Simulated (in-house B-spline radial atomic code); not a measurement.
Results of a calculation; reference values are marked as such.
# Correlation energy from the adiabatic connection: −Z exp(−kr)/r, Z = 3.04, k = 0.148

Two electrons in a singlet, external potential −Z exp(−kr)/r, Z = 3.04, k = 0.148 (atomic units). Full CI in B-splines (partial waves to l = 8, correlation up to 0.6 % small) with the density held fixed gives W(λ) = <V_ee>_λ − U, and E_c is the integral of W(λ) − W(0) from 0 to 1.

| λ | W(λ) − W(0) (hartree) |
| --- | --- |
| 0 | 0.00000 |
| 0.02 | -0.00189 |
| 0.05 | -0.00471 |
| 0.12 | -0.01119 |
| 0.25 | -0.02290 |
| 0.4 | -0.03592 |
| 0.6 | -0.05251 |
| 0.8 | -0.06827 |
| 1 | -0.08326 |

(1) Integrate the table by the trapezoid rule.

(2) Now use only three numbers: W(0) = -1.671, the initial slope W'(0) = -0.0948 (extrapolated from the first points) and the strong-coupling limit of the point-charge-plus-continuum model, W∞ = -2.3784. What do second-order theory and the interpolation W(λ) = W∞ + (W(0) − W∞)/√(1 + 2χλ) of Seidl, Perdew and Levy give?

Results:

(1) The strips give -0.00002, -0.00010, -0.00056, -0.00222, -0.00441, -0.00884, -0.01208, -0.01515, which sum to -0.04338 hartree. The direct value, W(1) − W(0) + T_c with T_c = 0.03983, is -0.04343; the curve is convex, so chords lie above it and the trapezoids fall short in size by 0.12 %.

(2) Second order keeps the slope alone: E_c = W'(0)/2 = -0.04740, +9 % in size against -0.04343. Matching the slope fixes χ = W'(0)/(W∞ − W(0)) = -0.0948/(-0.70740) = 0.13401. Integrating, with s = √(1 + 2χ) = 1.126066, E_c = −(W(0) − W∞)(s − 1)/(s + 1) = −0.70740 × 0.126066/2.126066 = -0.04195 hartree, -3.4 % in size against the full result. At λ = 1 the formula gives W − W(0) = -0.07920 against -0.08326. Part of the miss can come from the model's W∞.
